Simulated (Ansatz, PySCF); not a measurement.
Gas-phase reaction in SMILES: N[Si](N)(N)O → N[Si](N)N + [OH] (HO) (the O-Si bond at the site shown breaks; other sites are not compared here)
Each molecule is optimised on its own at B3LYP-D3(BJ)/def2-TZVP (Ansatz, a program for electronic structure), one conformer each, not searched for the lowest.

Quantity: bond dissociation energy (0 K, with B3LYP-D3(BJ) harmonic zero-point energies from PySCF), in kJ/mol. Valence correlation only, unless marked. Open shells are spin-unrestricted. No spin-orbit coupling. Non-relativistic. CBS marks a two-point X^-3 extrapolation of the correlation energy; Hartree-Fock from the larger set.

CCSD(T)/CBS(aug-cc-pV(T+d)Z,aug-cc-pV(Q+d)Z) (Ansatz) gives 570.8 kJ/mol.

Question: Another calculation gave 530.1 kJ/mol. Which level was it?
(A) r2SCAN0/def2-TZVPD (Ansatz)
(B) SVWN5/def2-TZVPD (Ansatz)
(C) wB97M-V/def2-TZVPD (Ansatz)
(D) B2PLYP/def2-TZVPD (Ansatz)

Answer: A, r2SCAN0/def2-TZVPD (Ansatz). The others give 545.4 (B2PLYP), 618.4 (SVWN5), 563.8 (wB97M-V) kJ/mol.
